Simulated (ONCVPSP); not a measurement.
# Building the ONCV potential for F (Z = 9) (LDA (Perdew-Zunger), fully relativistic).

ONCVPSP 4.0.1 input, shortened (lines: element, Z, core and valence counts, functional; n l f; lmax; l rc ep ncon nbas qcut; lloc lpopt rc5 dvloc0; l nproj debl; icmod fcfact rcfact), LDA (Perdew-Zunger), fully relativistic:

```
  F 9.00    0    3        3      upf
    1    0    2.00
    2    0    2.00
    2    1    3.00
    1
    0    0.40    0.00    4    9   38.20
    1    1.50    0.00    4    8    7.90
    4    5    0.30    3.00
    0    2    0.50
    1    2    3.70
    0    0.00    0.00
```

Open shells are filled in proportion to 2j + 1.

All-electron outer shells of the reference configuration (LDA (Perdew-Zunger), scalar-relativistic, ld1.x):

```
shell  level (eV)  outermost node (bohr)  outermost maximum (bohr)
   1s     -705.77                      –                      0.12
   2s      -67.61                   0.24                      0.73
   2p      -49.11                      –                      0.65
```

Results:

- Cutoffs needed: 499 Ha and 570 Ha (the cutoffs (Ha) at which the residual kinetic energy of the hardest occupied pseudo-wave falls to 1 and 0.1 mHa per electron)
- Ghost test: no bound ghost flagged; GHOST(+) flagged for p3/2 at 56.6 eV, p1/2 at 59.9 eV
- Largest excitation error: +539 meV (all-electron minus pseudo) for 1s2 2s2 2p5, out of 4 test configurations

Generation and tests took about 4.4 s on one core of a shared server CPU.
